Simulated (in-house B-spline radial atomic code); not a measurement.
## RPA and G0W0 on LDA VWN5: Sb V (Sb4+)

Configuration [Kr] 4d10 5s1, highest spin, mean-field start LDA VWN5. Computed with a B-spline radial code for spherical atoms: all electrons, scalar-relativistic (spin-free one-electron X2C), finite nucleus, each spin shell either full or empty, empty states to l = 9 with an (l + 1/2)⁻⁴ tail; G0W0 by contour deformation at full frequency.

RPA overbinds a lone outer s electron by self-correlation, and G0W0 tends to as well.

Command:
```bash
python run_gw.py task.json out
```
Settings (radii: box in bohr, nucleus in fm):
```
Z                        51
electrons                47
configuration            [Kr] 4d10 5s1
hamiltonian              x2c
method                   lda,vwn
lmax                     9
rms_radius               4.6802
spin_polarised           True
box_radius               11.96
intervals                68
ion_configuration        [Kr] 4d10
```

Time taken, with all properties: 12 s on 1 thread of Arm Neoverse N1 (shared host).

Energies (hartree):

```csv
term,value
mean-field total,-6471.16082
Hartree-Fock functional on these orbitals,-6474.66953
direct second order,-4.2646
second-order exchange,1.1807
SOSEX correction,1.1004
```

Question: What is the RPA correlation energy, and what remains with SOSEX?

Answer: RPA gives -3.7576 hartree (-2.18 eV per electron); RPA + SOSEX gives -2.6571, and the second-order doubles -3.0839 hartree (no singles). RPA lacks exchange-type terms and so overcorrelates at short range.

Quasi-particle levels (eV):

```json
{"level": "5s up", "occupied": "yes", "mean field": "-50.82", "Σx - vxc": "-2.93", "Σc": "?", "QP weight": "?", "G0W0": "?"}
{"level": "4d down", "occupied": "yes", "mean field": "-75.89", "Σx - vxc": "-10.41", "Σc": "0.66", "QP weight": "0.936", "G0W0": "-85.64"}
{"level": "4d up", "occupied": "yes", "mean field": "-76.19", "Σx - vxc": "-10.45", "Σc": "0.69", "QP weight": "0.929", "G0W0": "-85.96"}
{"level": "5s down", "occupied": "no", "mean field": "-49.57", "Σx - vxc": "8.49", "Σc": "-3.03", "QP weight": "0.946", "G0W0": "-44.11"}
```

G0W0 = mean field + (Σx - vxc) + Σc, with Σc (partial-wave tail included) taken at the quasi-particle energy. Only the outer levels were computed. Levels of low weight are left out.

Question: Where does G0W0 put 5s up?

Answer: At -55.90 eV, with Σc = -2.16 eV and a quasi-particle weight of 0.965. The tabulated removal energy is 55 ± 0.1 eV (NIST, semi-empirical); the calculation leaves out spin-orbit coupling, Breit and QED terms, and what these don't explain is the method's own error.

Question: What does it cost to remove one electron (to [Kr] 4d10) by differences of total energies, each species on its own start (correlation terms add to the Hartree-Fock functional)?

Answer: LDA VWN5 56.15 eV, Hartree-Fock functional 53.37 eV, + RPA 55.62 eV, + RPA + SOSEX 54.87 eV, + second order 55.96 eV. Tabulated: 55 ± 0.1 eV (NIST, semi-empirical); the calculation leaves out spin-orbit coupling, Breit and QED terms, and what these don't explain is the method's own error.
